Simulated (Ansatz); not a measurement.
(Me)3Sn-O-SiH3 (C3H12OSiSn), relaxed as a singlet with RKS r2SCAN-D4/def2-SVP in Ansatz, starting from the GFN2-xTB geometry. Force threshold 0.02 eV/Å.

In the def2 sets Sn takes a core potential; there is no spin–orbit coupling. Another isomer (singlet) lies 0.54 eV lower at PBE0-D4/def2-TZVP; other spin states weren't run for this one.

Start:

```xyz
18

C     2.385    0.030   -0.302
C    -0.108   -1.879    1.685
C    -0.471    1.799    1.284
O    -0.742   -0.447   -1.130
Si   -1.609    0.061   -2.375
Sn    0.347   -0.088    0.507
H     2.482    0.914   -0.924
H     3.104    0.081    0.509
H     2.581   -0.851   -0.904
H     0.345   -1.807    2.668
H    -1.183   -1.976    1.788
H     0.279   -2.754    1.173
H    -1.516    1.660    1.542
H    -0.394    2.566    0.520
H     0.079    2.111    2.166
H    -0.805    0.939   -3.230
H    -1.994   -1.160   -3.074
H    -2.781    0.803   -1.903
```

| step | energy (eV) | largest force component (eV/Å) | SCF passes |
| --- | --- | --- | --- |
| 1 | -19055.8695 | 1.619 | 18 |
| 2 | -19056.0207 | 0.691 | 19 |
| 3 | -19056.0686 | 0.273 | 19 |
| 4 | -19056.0785 | 0.165 | 19 |
| 5 | -19056.0829 | 0.078 | 19 |
| 6 | -19056.0855 | 0.129 | 20 |
| 7 | -19056.0889 | 0.216 | 19 |
| 8 | -19056.0897 | 0.171 | 20 |
| 9 | -19056.0905 | 0.044 | 20 |
| 10 | -19056.0907 | 0.016 | 21 |

Force components are those of the run's own axes.

End:

```xyz
18

C     2.3150    0.0093   -0.2794
C    -0.0005   -1.8405    1.7784
C    -0.5333    1.6762    1.1593
O    -0.7924   -0.6957   -1.1537
Si   -1.5725    0.1254   -2.3462
Sn    0.3013   -0.1799    0.4529
H     2.3739    0.8419   -0.9949
H     3.0147    0.1988    0.5481
H     2.6060   -0.9207   -0.7886
H     0.5774   -1.7140    2.7056
H    -1.0684   -1.9196    2.0274
H     0.3185   -2.7667    1.2791
H    -1.6021    1.5460    1.3827
H    -0.4217    2.4567    0.3921
H    -0.0151    2.0018    2.0736
H    -0.6494    1.0299   -3.1128
H    -2.1756   -0.8414   -3.3124
H    -2.6757    0.9926   -1.8112
```

By distances, no bond broke or formed. The bond that changes most is C2–Sn6, from 2.19 to 2.15 Å (atoms count from 1).

No frequencies were taken in this run, so the end may be a saddle point.

It took 32 s on 4 threads of Arm Neoverse V1 on a shared host.
